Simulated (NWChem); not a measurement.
Everything below was run with NWChem. System: Br (+1), charge 1, spin multiplicity 3. Its SCF solution wasn't tested for a lower state. Level: UHF/def2-SVP.

The NWChem input:

```
start mol
memory heap 200 mb stack 900 mb global 1100 mb
charge 1
geometry units angstroms nocenter noautoz
  Br     0.000000     0.000000     0.000000
  symmetry group D2h
end
basis spherical
  * library def2-svp
end
scf
  uhf
  nopen 2
  maxiter 100
  thresh 1e-7
  semidirect memsize 60000000 filesize 0
  # guess.movecs holds the orbitals of an unrestricted PBE0 run
  vectors input guess.movecs output mol.movecs
end
task scf energy
```

NWChem printed:

```
             Northwest Computational Chemistry Package (NWChem) 7.3.0
             --------------------------------------------------------

                                NWChem Input Module
                                -------------------

 Scaling coordinates for geometry "geometry" by  1.889725989
 (inverse scale =  0.529177249)

                             Geometry "geometry" -> ""
                             -------------------------

 Output coordinates in angstroms (scale by  1.889725989 to convert to a.u.)

  No.       Tag          Charge          X              Y              Z
 ---- ---------------- ---------- -------------- -------------- --------------
    1 Br                  35.0000     0.00000000     0.00000000     0.00000000

 Effective nuclear repulsion energy (a.u.)       0.0000000000

            Nuclear Dipole moment (a.u.)
            ----------------------------
        X                 Y               Z
 ---------------- ---------------- ----------------
     0.0000000000     0.0000000000     0.0000000000

      Symmetry information
      --------------------

 Group name             D2h
 Group number             26
 Group order               8
 No. of unique centers     1

      Symmetry unique atoms

     1


 Summary of "ao basis" -> "" (spherical)
 ------------------------------------------------------------------------------
       Tag                 Description            Shells   Functions and Types
 ---------------- ------------------------------  ------  ---------------------
 *                          def2-svp                  on all atoms

 Summary of "ao basis" -> "ao basis" (spherical)
 ------------------------------------------------------------------------------
       Tag                 Description            Shells   Functions and Types
 ---------------- ------------------------------  ------  ---------------------
 Br                         def2-svp                12       32   5s4p3d

                                 NWChem SCF Module
                                 -----------------

  ao basis        = "ao basis"
  functions       =    32
  atoms           =     1
  alpha electrons =    18
  beta  electrons =    16
  charge          =   1.00
  wavefunction    = UHF
  use symmetry    = T
  symmetry adapt  = T

 Summary of "ao basis" -> "ao basis" (spherical)
 ------------------------------------------------------------------------------
       Tag                 Description            Shells   Functions and Types
 ---------------- ------------------------------  ------  ---------------------
 Br                         def2-svp                12       32   5s4p3d

      Symmetry analysis of basis
      --------------------------

        ag         11
        au          0
        b1g         3
        b1u         4
        b2g         3
        b2u         4
        b3g         3
        b3u         4

 Forming initial guess at       0.0s

   Symmetry analysis of molecular orbitals - initial alpha
   -------------------------------------------------------

  Numbering of irreducible representations:

     1 ag          2 au          3 b1g         4 b1u         5 b2g
     6 b2u         7 b3g         8 b3u

  Orbital symmetries:

     1 ag          2 ag          3 b3u         4 b1u         5 b2u
     6 ag          7 b1u         8 b3u         9 b2u        10 b2g
    11 ag         12 b3g        13 b1g        14 ag         15 ag
    16 b3u        17 b1u        18 b2u        19 ag         20 b2g
    21 ag         22 b3g        23 b1g        24 ag         25 b1u
    26 b3u        27 b2u        28 b2g

   Symmetry analysis of molecular orbitals - initial beta
   ------------------------------------------------------

  Numbering of irreducible representations:

     1 ag          2 au          3 b1g         4 b1u         5 b2g
     6 b2u         7 b3g         8 b3u

  Orbital symmetries:

     1 ag          2 ag          3 b3u         4 b1u         5 b2u
     6 ag          7 b1u         8 b3u         9 b2u        10 b2g
    11 ag         12 b3g        13 b1g        14 ag         15 ag
    16 b2u        17 b3u        18 b1u        19 ag         20 b3g
    21 b1g        22 ag         23 b2g        24 ag         25 b2u
    26 b1u        27 b3u        28 b2g

 Starting SCF solution at       0.0s

 ----------------------------------------------
         Quadratically convergent UHF

 Convergence threshold     :          1.000E-07
 Maximum no. of iterations :          100
 Integral*density screening:          1.000E-09
 ----------------------------------------------

              iter       energy          gnorm     gmax       time
             ----- ------------------- --------- --------- --------
                 1    -2571.6802337997  3.09D-01  7.97D-02      0.2
                 2    -2571.6851609133  9.58D-03  5.65D-03      0.3
                 3    -2571.6851726282  6.09D-05  3.58D-05      0.3
                 4    -2571.6851726290  2.05D-09  7.84D-10      0.3

       Final UHF  results
       ------------------

         Total SCF energy =  -2571.685172628986
      One electron energy =  -3567.201275495230
      Two electron energy =    995.516102866243
 Nuclear repulsion energy =      0.000000000000

                       Sz =      1.0000
                 Sz(Sz+1) =      2.0000
                      S^2 =      2.0066

        Time for solution =      0.3s

       Symmetry analysis of molecular orbitals - alpha
       -----------------------------------------------

  Numbering of irreducible representations:

     1 ag          2 au          3 b1g         4 b1u         5 b2g
     6 b2u         7 b3g         8 b3u

  Orbital symmetries:

     1 ag          2 ag          3 b1u         4 b3u         5 b2u
     6 ag          7 b1u         8 b3u         9 b2u        10 b2g
    11 ag         12 b3g        13 b1g        14 ag         15 ag
    16 b3u        17 b1u        18 b2u        19 ag         20 ag
    21 b2g        22 b3g        23 b1g        24 ag         25 b3u
    26 b1u        27 b2u        28 b2g

       Symmetry analysis of molecular orbitals - beta
       ----------------------------------------------

  Numbering of irreducible representations:

     1 ag          2 au          3 b1g         4 b1u         5 b2g
     6 b2u         7 b3g         8 b3u

  Orbital symmetries:

     1 ag          2 ag          3 b2u         4 b3u         5 b1u
     6 ag          7 b2u         8 b1u         9 b3u        10 b2g
    11 ag         12 b3g        13 b1g        14 ag         15 ag
    16 b2u        17 b1u        18 b3u        19 ag         20 ag
    21 b3g        22 b1g        23 ag         24 b2g        25 b2u
    26 b1u        27 b3u        28 b2g

          Final alpha eigenvalues
          -----------------------

              1
    1 -490.4328
    2  -65.5966
    3  -58.9724
    4  -58.9724
    5  -58.9640
    6  -10.2928
    7   -7.9135
    8   -7.9135
    9   -7.8859
   10   -3.6530
   11   -3.6530
   12   -3.6340
   13   -3.6340
   14   -3.6277
   15   -1.4635
   16   -0.8900
   17   -0.8900
   18   -0.8198
   19    0.1272
   20    0.2736
   21    0.2736
   22    0.3186
   23    0.3186
   24    0.3352
   25    0.4282
   26    0.4282
   27    0.4726
   28    3.4146

          Final beta eigenvalues
          ----------------------

              1
    1 -490.4229
    2  -65.5917
    3  -58.9613
    4  -58.9583
    5  -58.9583
    6  -10.2745
    7   -7.8807
    8   -7.8791
    9   -7.8791
   10   -3.6349
   11   -3.6349
   12   -3.6242
   13   -3.6242
   14   -3.6207
   15   -1.2408
   16   -0.7743
   17   -0.3689
   18   -0.3689
   19    0.1664
   20    0.3994
   21    0.4066
   22    0.4066
   23    0.4352
   24    0.4352
   25    0.4902
   26    0.5186
   27    0.5186
   28    3.4703

                    UHF Final Alpha Molecular Orbital Analysis
                    ------------------------------------------

 Vector   16  Occ=1.000000D+00  E=-8.900157D-01  Symmetry=b3u
              MO Center= -2.3D-18,  1.0D-28, -9.3D-17, r^2= 1.3D+00
   Bfn.  Coefficient  Atom+Function         Bfn.  Coefficient  Atom+Function
  ----- ------------  ---------------      ----- ------------  ---------------
    12      0.651461  1 Br px                15      0.515885  1 Br px
     9     -0.393856  1 Br px

 Vector   17  Occ=1.000000D+00  E=-8.900157D-01  Symmetry=b1u
              MO Center= -4.6D-16, -2.3D-20,  7.6D-17, r^2= 1.3D+00
   Bfn.  Coefficient  Atom+Function         Bfn.  Coefficient  Atom+Function
  ----- ------------  ---------------      ----- ------------  ---------------
    14      0.651461  1 Br pz                17      0.515885  1 Br pz
    11     -0.393856  1 Br pz

 Vector   18  Occ=1.000000D+00  E=-8.198177D-01  Symmetry=b2u
              MO Center= -6.7D-31, -7.4D-18,  1.8D-32, r^2= 1.3D+00
   Bfn.  Coefficient  Atom+Function         Bfn.  Coefficient  Atom+Function
  ----- ------------  ---------------      ----- ------------  ---------------
    13      0.628787  1 Br py                16      0.536918  1 Br py
    10     -0.385106  1 Br py

 Vector   19  Occ=0.000000D+00  E= 1.271721D-01  Symmetry=ag
              MO Center=  6.1D-17, -1.4D-16,  8.9D-16, r^2= 2.7D+00
   Bfn.  Coefficient  Atom+Function         Bfn.  Coefficient  Atom+Function
  ----- ------------  ---------------      ----- ------------  ---------------
     4      2.052947  1 Br s                  5     -1.957174  1 Br s
     3     -0.579914  1 Br s

 Vector   20  Occ=0.000000D+00  E= 2.736198D-01  Symmetry=ag
              MO Center=  5.7D-17, -6.5D-31,  6.6D-17, r^2= 1.3D+00
   Bfn.  Coefficient  Atom+Function         Bfn.  Coefficient  Atom+Function
  ----- ------------  ---------------      ----- ------------  ---------------
    30      0.872767  1 Br d  0              32     -0.503892  1 Br d  2
    20     -0.203892  1 Br d  0

 Vector   21  Occ=0.000000D+00  E= 2.736198D-01  Symmetry=b2g
              MO Center=  5.8D-17, -6.0D-30,  5.0D-16, r^2= 1.3D+00
   Bfn.  Coefficient  Atom+Function         Bfn.  Coefficient  Atom+Function
  ----- ------------  ---------------      ----- ------------  ---------------
    31      1.007785  1 Br d  1              21     -0.235434  1 Br d  1

                     UHF Final Beta Molecular Orbital Analysis
                     -----------------------------------------

 Vector   14  Occ=1.000000D+00  E=-3.620735D+00  Symmetry=ag
              MO Center=  9.2D-18,  2.5D-18,  8.0D-19, r^2= 1.2D-01
   Bfn.  Coefficient  Atom+Function         Bfn.  Coefficient  Atom+Function
  ----- ------------  ---------------      ----- ------------  ---------------
    22      0.736780  1 Br d  2              20      0.425380  1 Br d  0
    27      0.227625  1 Br d  2

 Vector   15  Occ=1.000000D+00  E=-1.240816D+00  Symmetry=ag
              MO Center= -7.3D-19,  1.3D-20, -1.2D-20, r^2= 9.2D-01
   Bfn.  Coefficient  Atom+Function         Bfn.  Coefficient  Atom+Function
  ----- ------------  ---------------      ----- ------------  ---------------
     4      0.930983  1 Br s                  3     -0.652390  1 Br s
     5      0.267934  1 Br s

 Vector   16  Occ=1.000000D+00  E=-7.743040D-01  Symmetry=b2u
              MO Center=  1.7D-19, -1.7D-18, -1.0D-17, r^2= 1.3D+00
   Bfn.  Coefficient  Atom+Function         Bfn.  Coefficient  Atom+Function
  ----- ------------  ---------------      ----- ------------  ---------------
    13      0.610876  1 Br py                16      0.553304  1 Br py
    10     -0.378076  1 Br py

 Vector   17  Occ=0.000000D+00  E=-3.689391D-01  Symmetry=b1u
              MO Center= -1.4D-15, -1.9D-17, -2.6D-17, r^2= 1.5D+00
   Bfn.  Coefficient  Atom+Function         Bfn.  Coefficient  Atom+Function
  ----- ------------  ---------------      ----- ------------  ---------------
    17      0.663776  1 Br pz                14      0.484092  1 Br pz
    11     -0.335773  1 Br pz

 Vector   18  Occ=0.000000D+00  E=-3.689391D-01  Symmetry=b3u
              MO Center= -3.2D-17, -2.3D-19, -3.9D-17, r^2= 1.5D+00
   Bfn.  Coefficient  Atom+Function         Bfn.  Coefficient  Atom+Function
  ----- ------------  ---------------      ----- ------------  ---------------
    15      0.663776  1 Br px                12      0.484092  1 Br px
     9     -0.335773  1 Br px

 Vector   19  Occ=0.000000D+00  E= 1.663772D-01  Symmetry=ag
              MO Center= -4.1D-18,  2.3D-17,  2.9D-16, r^2= 2.7D+00
   Bfn.  Coefficient  Atom+Function         Bfn.  Coefficient  Atom+Function
  ----- ------------  ---------------      ----- ------------  ---------------
     4      2.060061  1 Br s                  5     -1.955261  1 Br s
     3     -0.584976  1 Br s

 center of mass
 --------------
 x =   0.00000000 y =   0.00000000 z =   0.00000000

 moments of inertia (a.u.)
 ------------------
           0.000000000000           0.000000000000           0.000000000000
           0.000000000000           0.000000000000           0.000000000000
           0.000000000000           0.000000000000           0.000000000000

  Mulliken analysis of the total density
  --------------------------------------

    Atom       Charge   Shell Charges
 -----------   ------   -------------------------------------------------------
    1 Br  35    34.00   2.00  2.00  2.00  1.55  0.45  6.00  5.98  2.12  1.89  8.23  1.73  0.04

  Mulliken analysis of the alpha density
  --------------------------------------

    Atom       Charge   Shell Charges
 -----------   ------   -------------------------------------------------------
    1 Br  35    18.00   1.00  1.00  1.00  0.78  0.22  3.00  3.00  1.61  1.40  4.11  0.87  0.02

   Mulliken analysis of the beta density
   -------------------------------------

    Atom       Charge   Shell Charges
 -----------   ------   -------------------------------------------------------
    1 Br  35    16.00   1.00  1.00  1.00  0.77  0.23  3.00  2.99  0.52  0.50  4.13  0.86  0.02

   Mulliken analysis of the spin density
   -------------------------------------

    Atom       Charge   Shell Charges
 -----------   ------   -------------------------------------------------------
    1 Br  35     2.00   0.00 -0.00  0.00  0.01 -0.01  0.00  0.01  1.09  0.90 -0.02  0.01  0.01

       Multipole analysis of the density wrt the origin
       ------------------------------------------------

     L   x y z        total         alpha         beta         nuclear
     -   - - -        -----         -----         ----         -------
     0   0 0 0      1.000000    -18.000000    -16.000000     35.000000

     1   1 0 0      0.000000      0.000000     -0.000000      0.000000
     1   0 1 0      0.000000     -0.000000      0.000000      0.000000
     1   0 0 1     -0.000000     -0.000000     -0.000000      0.000000

     2   2 0 0    -10.147422     -6.912083     -3.235339      0.000000
     2   1 1 0     -0.000000     -0.000000      0.000000      0.000000
     2   1 0 1      0.000000      0.000000      0.000000      0.000000
     2   0 2 0    -12.129578     -6.853126     -5.276452      0.000000
     2   0 1 1      0.000000      0.000000      0.000000      0.000000
     2   0 0 2    -10.147422     -6.912083     -3.235339      0.000000

 Task  times  cpu:        0.3s     wall:        0.3s

 Total times  cpu:        0.3s     wall:        0.3s
```
